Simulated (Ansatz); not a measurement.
The lowest singlet and triplet of CClF (SMILES F[C]Cl); geometries from B3LYP-D3(BJ)/def2-TZVP, each state relaxed from the structure named, with no frequency check.
Singlet at the triplet's geometry (charge 0, multiplicity 1):
| atom | x (Å) | y (Å) | z (Å) |
|---|---|---|---|
| F | -1.6112 | -0.2063 | 0.0000 |
| C | -0.5268 | 0.5398 | 0.0000 |
| Cl | 1.0389 | -0.0813 | 0.0000 |

A positive gap puts the triplet lower; no zero-point energy. R- takes a restricted singlet. U- takes an unrestricted singlet (broken symmetry where lower, unprojected). The triplet is unrestricted in single-reference levels. Active spaces average the two states.

Cores are frozen in the correlated methods.

The values were computed with Ansatz (a program for electronic structure) with Gaussian orbitals. Values without a source in brackets are computed.

Question: One of these levels gives -17.31 kcal/mol for the gap E(singlet) − E(triplet), vertical, at the triplet's geometry. Which?
A) U-HF/cc-pV(T+d)Z (spin-contaminated)
B) SA-CASSCF(2,2)/cc-pV(D+d)Z
C) R-PBE/def2-TZVPP
D) R-BHLYP/def2-TZVPP

Answer: D, R-BHLYP/def2-TZVPP. The others give -5.49 (U-HF/cc-pV(T+d)Z (spin-contaminated)), -22.41 (R-PBE/def2-TZVPP), -12.13 (SA-CASSCF(2,2)/cc-pV(D+d)Z)

Doubts at one or more of the structures used: a restricted determinant that unrestricted orbitals would lower (R-BHLYP/def2-TZVPP).
